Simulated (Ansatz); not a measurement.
Molecule: BO (charge 0, doublet). 
Geometry from a B3LYP-D3(BJ)/def2-TZVP (Ansatz, a program for electronic structure) optimisation:
SMILES: [B]=O
```xyz
2

B      0.0000     0.0000    -0.7398
O      0.0000     0.0000     0.4623
```
Charge 0, spin multiplicity 2.

Quantity: atomisation energy (electronic, to ground-state atoms), in kcal/mol. Valence correlation only, unless marked. Open shells are spin-unrestricted. Spin-orbit coupling is left out. Non-relativistic. The coupled-cluster limit lacks core correlation, which all-electron functionals hold. Basis-set limits of correlation are two-point, X^-3; Hartree-Fock from the larger set (for Q and 5 zeta extrapolated as (X+1)exp(-9√X)).

```csv
level,program,atomisation energy (kcal/mol)
PBE-D4/def2-TZVPD,Ansatz + dftd4,[?]
"CCSD(T)/CBS(cc-pVQZ,cc-pV5Z)",Ansatz,[?]
```

Problem. Complete the blanks.

Solution. 
- PBE-D4/def2-TZVPD, atomisation energy (kcal/mol): 206.9
- CCSD(T)/CBS(cc-pVQZ,cc-pV5Z), atomisation energy (kcal/mol): 193.8
